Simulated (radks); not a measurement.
Question: The zirconium ion Zr3+ is in [Kr] 4d1. Method: scalar-relativistic Kohn-Sham, r2SCAN, spin-polarised, spherical densities, finite nucleus; meta-GGA in the generalised Kohn-Sham scheme; Fermi nuclear charge, rms radius of each element as measured or else 0.836 A^(1/3) + 0.57 fm; computed with a radial shooting solver on a logarithmic mesh with Libxc functionals. Open shells are filled with parallel spins first. One electron is removed from 4s, 4p, 4d, 3d in turn, with full relaxation. Which removal costs least, and what does each cost?

Answer: 4d 33.882 eV; 4p 66.624 eV; 4s 90.298 eV; 3d 221.59 eV. The 4d electron leaves first.
